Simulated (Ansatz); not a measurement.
Geometry optimisation, RKS BLYP-D4/def2-SVP in Ansatz.

Input file:

```yaml
crystal:
  periodic: [false, false, false]
  atoms:
    - { symbol: Ga, position_ang: [-0.07176, -0.397413, 0.083904] }
    - { symbol: O, position_ang: [-0.083928, -0.688421, 1.853055] }
    - { symbol: H, position_ang: [-0.995951, -0.740646, 2.203656] }
    - { symbol: Cl, position_ang: [1.830249, -0.3961, -0.929831] }
    - { symbol: Cl, position_ang: [-1.91024, -0.107452, -1.026336] }
    - { symbol: Si, position_ang: [0.63549, 2.877363, 1.185014] }
    - { symbol: H, position_ang: [1.917004, 3.105145, 1.924438] }
    - { symbol: H, position_ang: [0.82571, 3.152679, -0.273632] }
    - { symbol: H, position_ang: [-0.449764, 3.756659, 1.727717] }
    - { symbol: H, position_ang: [0.23279, 1.466586, 1.391115] }
basis:
  gaussian: { orbitals: def2-SVP }
hamiltonian:
  xc: blyp
  dispersion: d4
relax:
  f_tol: 0.03
  max_steps: 50
```

Launched with:

```bash
$ ansatz run input.yaml --threads 4 --pin off --max-ram 5120MiB --backend cpu --events-out ev --progress --plain --runs-dir out
```

Where does it end, and by what steps?

The forces met the threshold. After 11 steps the energy has fallen by 0.180 eV; H3 moved furthest, 0.63 Å.

| step | energy less start (eV) | largest force component (eV/Å) | accepted |
| --- | --- | --- | --- |
| 0 | 0.0000 | 0.513 | yes |
| 1 | -0.0743 | 0.634 | yes |
| 2 | -0.1136 | 0.397 | yes |
| 3 | -0.1391 | 0.203 | yes |
| 4 | -0.1558 | 0.429 | yes |
| 5 | -0.1703 | 0.272 | yes |
| 6 | -0.1745 | 0.231 | yes |
| 7 | -0.1776 | 0.105 | yes |
| 8 | -0.1789 | 0.040 | yes |
| 9 | -0.1793 | 0.054 | yes |
| 10 | -0.1796 | 0.037 | yes |
| 11 | -0.1797 | 0.007 | yes |

```xyz
10
Properties=species:S:1:pos:R:3
Ga -0.021 -0.278 0.328
O -0.211 -1.273 1.816
H -1.151 -1.334 2.081
Cl 1.956 -0.166 -0.550
Cl -1.747 0.410 -0.805
Si 0.634 2.963 1.036
H 2.003 3.183 1.592
H 0.622 3.042 -0.452
H -0.358 3.910 1.636
H 0.202 1.571 1.458
```

Whether the end is a true minimum wasn't checked by a vibrational analysis.

Time of the run: 23 s on 4 threads of Arm Neoverse V1 (shared host), peak memory 0.2 GiB.
